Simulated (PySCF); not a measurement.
CH₆InNO (SMILES C[O][InH][NH2]), singlet, geometry from GFN2-xTB (such geometries of metal compounds can be far from the true shape) (all electrons, no relativity), with bond 5-4 at 1.4 times its length; CASSCF(8,6)/STO-3G (PySCF).

Input for PySCF:
```python
from pyscf import gto, scf, mcscf
import numpy

mol = gto.M(
    atom='''
In    0.007362   -0.056451    0.557535
H    -0.019005   -1.102931    1.893273
O    -0.150786   -1.134077   -1.082779
C    -0.092903   -0.660302   -2.401408
H     0.354213    0.810574   -2.485571
H     0.624319   -1.266672   -2.964594
H    -1.077252   -0.752428   -2.875003
N     0.274137    1.961680    0.217338
H     0.188130    2.527443    1.055854
H    -0.458649    2.273019   -0.417895
''',
    basis='sto-3g',
    charge=0,
    spin=0,
    verbose=4,
)

mf = scf.RHF(mol)
mf.kernel()
mc = mcscf.CASSCF(mf, 6, 8)
mc.fix_spin_(ss=0.0)
mc.kernel()
occ = numpy.linalg.eigvalsh(mc.fcisolver.make_rdm1(mc.ci, mc.ncas, mc.nelecas))[::-1]
ss = mc.fcisolver.spin_square(mc.ci, mc.ncas, mc.nelecas)[0]
print('natural occupations', occ.round(4), ' <S^2>', round(ss, 4))
```

What the program printed (banner, timings and long lists left out):

```
PySCF version 2.14.0

[INPUT] verbose = 4
[INPUT] num. atoms = 10
[INPUT] num. electrons = 76
[INPUT] charge = 0
[INPUT] spin (= nelec alpha-beta = 2S) = 0
[INPUT] symmetry False subgroup None
[INPUT] Mole.unit = angstrom
[INPUT] Symbol           X                Y                Z      unit          X                Y                Z       unit  Magmom
[...]
nuclear repulsion = 368.334268956949
number of shells = 26
number of NR pGTOs = 144
number of NR cGTOs = 48
basis = sto-3g
ecp = {}

******** <class 'pyscf.scf.hf.RHF'> ********
method = RHF
initial guess = minao
damping factor = 0
level_shift factor = 0
DIIS = <class 'pyscf.scf.diis.CDIIS'>
diis_start_cycle = 1
diis_space = 8
diis_damp = 0
SCF conv_tol = 1e-09
SCF conv_tol_grad = None
SCF max_cycles = 50
direct_scf = True
direct_scf_tol = 1e-13
Set gradient conv threshold to 3.16228e-05
Initial guess from minao.
init E= -5835.71813742122
[...]
cycle= 1 E= -5851.10001288722  delta_E= -15.4  |g|= 0.666  |ddm|= 3.73
[...]
cycle= 2 E= -5851.2557285705  delta_E= -0.156  |g|= 0.251  |ddm|= 1.25
[...]
cycle= 3 E= -5851.27882054121  delta_E= -0.0231  |g|= 0.0602  |ddm|= 0.418
[...]
cycle= 4 E= -5851.28057373686  delta_E= -0.00175  |g|= 0.0148  |ddm|= 0.109
[...]
cycle= 5 E= -5851.28073066299  delta_E= -0.000157  |g|= 0.00497  |ddm|= 0.0383
[...]
cycle= 6 E= -5851.28074978735  delta_E= -1.91e-05  |g|= 0.00129  |ddm|= 0.0137
[...]
cycle= 7 E= -5851.28075173069  delta_E= -1.94e-06  |g|= 0.000198  |ddm|= 0.00579
[...]
cycle= 8 E= -5851.28075178109  delta_E= -5.04e-08  |g|= 6.67e-05  |ddm|= 0.000837
[...]
cycle= 9 E= -5851.28075178642  delta_E= -5.33e-09  |g|= 1.84e-05  |ddm|= 0.000291
[...]
cycle= 10 E= -5851.2807517868  delta_E= -3.8e-10  |g|= 5.04e-06  |ddm|= 7.2e-05
[...]
Extra cycle  E= -5851.28075178682  delta_E= -1.73e-11  |g|= 2.26e-06  |ddm|= 1.25e-05
converged SCF energy = -5851.28075178682

******** <class 'pyscf.mcscf.mc1step.CASSCF'> ********
CAS (4e+4e, 6o), ncore = 34, nvir = 8
max_cycle_macro = 50
max_cycle_micro = 4
conv_tol = 1e-07
conv_tol_grad = None
orbital rotation max_stepsize = 0.02
orbital rotation threshold for CI restart = 0.01
augmented hessian ah_max_cycle = 30
augmented hessian ah_conv_tol = 1e-12
augmented hessian ah_linear dependence = 1e-14
augmented hessian ah_level shift = 1e-08
augmented hessian ah_start_tol = 2.5
augmented hessian ah_start_cycle = 3
augmented hessian ah_grad_trust_region = 3
kf_trust_region = 3
kf_interval = 4
ci_response_space = 4
ci_grad_trust_region = 3
[...]
CASCI E = -5851.28754778088  S^2 = 0.0000000
[...]
macro iter  22 (  7 JK    2 micro), CASSCF E = -5851.31851997790  dE = -3.47022824e-05  S^2 = 0.0000000
               |grad[o]|=0.000527  |grad[c]|=0.0123  |ddm|=0.00231  |maxRot[o]|=0.0698
macro iter  23 (  7 JK    2 micro), CASSCF E = -5851.31856253249  dE = -4.25545877e-05  S^2 = 0.0000000
               |grad[o]|=0.000488  |grad[c]|=0.0157  |ddm|=0.00228  |maxRot[o]|=0.0698
macro iter  24 (  7 JK    2 micro), CASSCF E = -5851.31861168310  dE = -4.91506125e-05  S^2 = 0.0000000
               |grad[o]|=0.000484  |grad[c]|=0.017  |ddm|=0.00205  |maxRot[o]|=0.0697
macro iter  25 (  7 JK    2 micro), CASSCF E = -5851.31866141941  dE = -4.97363089e-05  S^2 = 0.0000000
               |grad[o]|=0.000483  |grad[c]|=0.0149  |ddm|=0.00151  |maxRot[o]|=0.0697
macro iter  26 (  7 JK    2 micro), CASSCF E = -5851.31870107910  dE = -3.96596906e-05  S^2 = 0.0000000
               |grad[o]|=0.000435  |grad[c]|=0.00779  |ddm|=0.000829  |maxRot[o]|=0.0697
macro iter  27 (  7 JK    2 micro), CASSCF E = -5851.31872741257  dE = -2.63334623e-05  S^2 = 0.0000000
               |grad[o]|=0.000387  |grad[c]|=0.00127  |ddm|=0.000454  |maxRot[o]|=0.0698
macro iter  28 (  7 JK    2 micro), CASSCF E = -5851.31874075949  dE = -1.33469275e-05  S^2 = 0.0000000
               |grad[o]|=0.000258  |grad[c]|=0.00307  |ddm|=0.000323  |maxRot[o]|=0.0698
macro iter  29 (  7 JK    2 micro), CASSCF E = -5851.31874459129  dE = -3.83180031e-06  S^2 = 0.0000000
               |grad[o]|=0.000389  |grad[c]|=0.00289  |ddm|=0.000228  |maxRot[o]|=0.0482
macro iter  30 (  7 JK    2 micro), CASSCF E = -5851.31874684208  dE = -2.25078111e-06  S^2 = 0.0000000
               |grad[o]|=0.000357  |grad[c]|=0.00245  |ddm|=0.000135  |maxRot[o]|=0.0476
macro iter  31 (  7 JK    1 micro), CASSCF E = -5851.31874699160  dE = -1.49525476e-07  S^2 = 0.0000000
               |grad[o]|=9.12e-05  |grad[c]|=0.000151  |ddm|=2.46e-05  |maxRot[o]|=0.00609
macro iter  32 (  8 JK    2 micro), CASSCF E = -5851.31874700315  dE = -1.15524017e-08  S^2 = 0.0000000
               |grad[o]|=0.000164  |grad[c]|=0.000122  |ddm|=2.57e-05  |maxRot[o]|=0.00661
1-step CASSCF converged in  32 macro (353 JK  83 micro) steps
CASSCF canonicalization
Density matrix diagonal elements [1.97770333 1.98742488 1.99064365 1.98973739 0.0252432  0.02924755]
CASSCF energy = -5851.31874700315
CASCI E = -5851.31874700315  E(CI) = -18.9774971273437  S^2 = 0.0000000
natural occupations [1.9997 1.9986 1.9786 1.9709 0.0291 0.0231]  <S^2> 0.0
```
